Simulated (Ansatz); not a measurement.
`C=C=C(O)[SiH2]O` → `C=C1C[SiH](O)O1`  (isomerisation)

Calculated with Ansatz (gas phase, PBE0-D4/def2-TZVP geometries, no zero-point term in ΔE). CBS: MP2 limit from def2 TZ/QZ plus the TZ coupled-cluster correction, frozen cores. DFT in def2-TZVPP. B3LYP here is the variant with VWN-RPA as its local correlation; programs differ in this. Each species was taken in one conformer, which may not be the lowest.

`C=C=C(O)[SiH2]O`:

```xyz
12

C    -1.141    1.600   -1.518
C    -0.820    0.701   -0.632
C    -0.439   -0.197    0.236
O    -1.243   -0.742    1.212
Si    1.307   -0.874    0.209
O     2.066   -0.643    1.650
H    -1.529    1.323   -2.495
H    -1.034    2.662   -1.314
H    -2.121   -0.350    1.153
H     1.226   -2.324   -0.115
H     2.080   -0.137   -0.812
H     1.650   -1.019    2.427
```

`C=C1C[SiH](O)O1`:

Cartesian coordinates in Å:
```
C -0.192 0.272 -2.148
C -0.088 0.224 -0.830
C 0.932 -0.431 0.084
Si -0.110 0.377 1.410
O -0.953 -0.507 2.487
O -0.975 0.840 0.043
H 0.536 -0.235 -2.766
H -0.999 0.816 -2.623
H 0.924 -1.521 0.038
H 1.953 -0.077 -0.062
H 0.425 1.505 2.197
H -1.453 -1.261 2.169
```

CCSD(T)/CBS gives -211.6 kJ/mol.

Problem. Another level gave -216.0 kJ/mol. Which?
A. B3LYP/def2-TZVPP
B. B2PLYP/def2-TZVPP
C. ωB97M-V/def2-TZVPP
D. r2SCAN-D4/def2-TZVPP

Solution. C. ωB97M-V -216.0, B3LYP -191.7, B2PLYP -203.5, r2SCAN-D4 -209.7 kJ/mol.

Largest T1 diagnostic among the species: 0.013.

From PBE to PBE0 (25 % exact exchange), in def2-TZVPP and without D4, ΔE moves by −16.0 kJ/mol. In def2-TZVPP, CCSD(T) changes the Hartree–Fock value by −6.6 kJ/mol (the triples alone add +1.9 kJ/mol) and MP2 by −17.9 kJ/mol.
